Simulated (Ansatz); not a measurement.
Consider the ligand exchange at the Hf–Cl bond: `[SH][Hf]([SH])([Cl])[Cl]` + H₂S → `[SH][Hf]([SH])([SH])[Cl]` + HCl.

Calculated with Ansatz (gas phase, PBE0-D4/def2-TZVP geometries, no zero-point term in ΔE). CCSD(T)/CBS adds triple-zeta CCSD(T) − MP2 to the extrapolated MP2 energy (def2 sets, frozen cores). This one scheme is used for every species. DFT in def2-TZVPP. def2 core potentials past Kr. For Hf outer-core shells are correlated without core-valence functions, which leaves a few kJ/mol of doubt a bond. One conformer a species, not always the lowest.

`[SH][Hf]([SH])([Cl])[Cl]`:

```xyz
7

S     1.475   -1.647   -0.807
Hf    0.220    0.046    0.365
S    -0.747    1.411   -1.380
Cl    1.673    1.306    1.673
Cl   -1.498   -0.898    1.626
H     0.332   -2.339   -1.002
H    -1.455    2.119   -0.476
```

H₂S:

```xyz
3

S    -0.338    0.513   -0.083
H     0.743    0.004   -0.692
H    -0.406   -0.516    0.775
```

`[SH][Hf]([SH])([SH])[Cl]`:

```xyz
8

S    -0.594    2.117   -0.222
Hf   -0.065   -0.228   -0.503
S     2.312   -0.293   -0.948
S    -0.524   -1.371    1.588
Cl   -1.295   -1.184   -2.236
H    -1.915    1.838   -0.240
H     2.536   -0.687    0.322
H    -0.456   -0.192    2.238
```

HCl:

Z-matrix (Å, degrees):
```
Cl
H 1 1.279
```

CCSD(T)/CBS gives +0.69 eV.

(1) Another level gave +0.72 eV. Which?
A. HF/def2-TZVPP
B. RPA@PBE/def2-TZVPP
C. LDA (SPW92)/def2-TZVPP
D. r2SCAN0/def2-TZVPP

(2) What do rigid-rotor, harmonic-oscillator terms from PBE0-D4/def2-TZVP frequencies (298.15 K, 1 bar) make of the CCSD(T)/CBS value? (An estimate is asked.)

Largest T1 diagnostic among the species: 0.016.

Results:

(1) D. r2SCAN0 0.72, HF/def2-TZVPP 0.85, LDA (SPW92) 0.63, RPA@PBE/def2-TZVPP 0.67 eV.

(2) Ansatz gave: ΔZPE = -0.02 eV, ΔH = +0.68 eV, ΔS = -8 J/(mol·K), ΔG = +0.70 eV.

From BLYP to BHLYP (50 % exact exchange), in def2-TZVPP and without D4, ΔE moves by +0.05 eV. In def2-TZVPP, CCSD(T) changes the Hartree–Fock value by −0.18 eV (the triples alone add −0.03 eV) and MP2 by −0.19 eV.
